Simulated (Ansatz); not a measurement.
F4Sn (`[F][Sn]([F])([F])[F]`). The species carries charge 0 and has multiplicity 1. Sn takes the def2 core potential. The geometry is a stationary point of PBE0-D4/def2-TZVP.

```xyz
5

F     0.232   -1.597   -0.958
Sn    0.000    0.000    0.000
F     1.665    0.831    0.242
F    -0.759   -0.378    1.674
F    -1.137    1.144   -0.958
```

(1) What is the dipole moment at r2SCAN/def2-TZVPP? (Estimate.)

(2) Give the Mulliken charges with r2SCAN, PBE, ωB97M-V in def2-TZVPP. (Best estimate.)

Answers

(1) Computed: 0.00 D, zero by symmetry or nearly so.

(2) Ansatz gave: 
```
atom  r2SCAN    PBE  ωB97M-V
  F1   -0.42  -0.38    -0.42
 Sn2    1.67   1.52     1.69
  F3   -0.42  -0.38    -0.42
  F4   -0.42  -0.38    -0.42
  F5   -0.42  -0.38    -0.42
```
